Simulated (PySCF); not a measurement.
Work out the structure from these simulated measurements.

Formula: C4H8O3.

- UV, first state: lowest singlet excitation: 5.89 eV (211 nm, f = 0.001) [TDDFT PBE0/def2-SVPD]
- NMR, other nuclei: isotropic shieldings of nuclei other than C and H, by class: -89 (1 O), 97 (1 O), 253 (1 O) ppm [GIAO PBE0/pcSseg-1]
- 13C NMR: chemical shifts (computed TMS as zero) by class: 166.8 (1 C), 84.4 (1 C), 64.1 (1 C), 13.7 (1 C) ppm [GIAO PBE0/pcSseg-1]
- Polarisability: 60.4 au [PBE0/def2-SVPD]
- UV, strongest line: among the 6 lowest singlet transitions: S6 at 8.34 eV (149 nm, f = 0.034) [TDDFT PBE0/def2-SVPD]
- 1H NMR: chemical shifts (computed TMS as zero) by class: 8.30 (1 H), 5.78 (2 H), 3.80 (2 H), 1.41 (3 H) ppm [GIAO PBE0/pcSseg-1]
- Rotational structure: rotational constants A, B, C: 3.955, 2.127, 1.598 GHz [GFN2-xTB]

Electronic properties: PySCF, gas phase, density fitting. Levels stand in brackets. NMR shifts are as computed; neighbouring signals can stand in another order in a measured spectrum. Isolated species at its GFN2-xTB geometry (one conformer only). Each NMR value is the plain mean over a class of atoms that symmetry, rotation or inversion makes alike.

Question: What is the compound? Reason from the data.

Answer: Numbering: `[CH3:1][CH2:2][O:3][CH2:4][O:5][CH:6]=[O:7]`. Its formula, C4H8O3, gives 1 degree of unsaturation: 0 rings and 1 π bond in the structure found. 4 carbons fall into 4 classes; from least to most shielded: ester carbonyl carbon [C6] (166.8 ppm), sp3 carbon bearing two oxygens [C4] (84.4 ppm), sp3 carbon bound to oxygen [C2] (64.1 ppm), methyl carbon [C1] (13.7 ppm). Hydrogen classes from least to most shielded: 1 H on an ester carbonyl carbon, C6 (8.30 ppm), 2 H on an sp3 carbon bearing two oxygens, C4 (5.78 ppm, a mean of values up to 1.5 ppm apart in this geometry), 2 H on an sp3 carbon bound to oxygen, C2 (3.80 ppm), 3 H on a methyl carbon, C1 (1.41 ppm, a mean of values up to 1.6 ppm apart in this geometry). The other shieldings belong to: -89 ppm, ester carbonyl oxygen [O7]; 97 ppm, ester single-bonded oxygen [O5]; 253 ppm, ether oxygen [O3]. The optimised geometry has point group C1 and is an asymmetric top. Structure: `O(COCC)C=O`. Computed isomers that give other values at the same levels: `CO[C@H](C)C(=O)O` (rotational constant A: 3.604 GHz; this holds for the one conformer computed); `CCOC(=O)OC` (13C chemical shifts (computed TMS as zero) by class: 163.5 (1 C), 66.3 (1 C), 55.4 (1 C), 16.4 (1 C) ppm); `CC1OCOCO1` (13C chemical shifts (computed TMS as zero) by class: 102.7 (1 C), 96.2 (2 C), 23.6 (1 C) ppm). The assignments are read from this structure; whether some other isomer fits the data as well wasn't checked.

Conformer computed: `[CH3:1][CH2:2][O:3][CH2:4][O:5][CH:6]=[O:7]`: C1–C2–O3–C4 64°, C2–O3–C4–O5 69°, O3–C4–O5–C6 -104°, C4–O5–C6–O7 -3°.
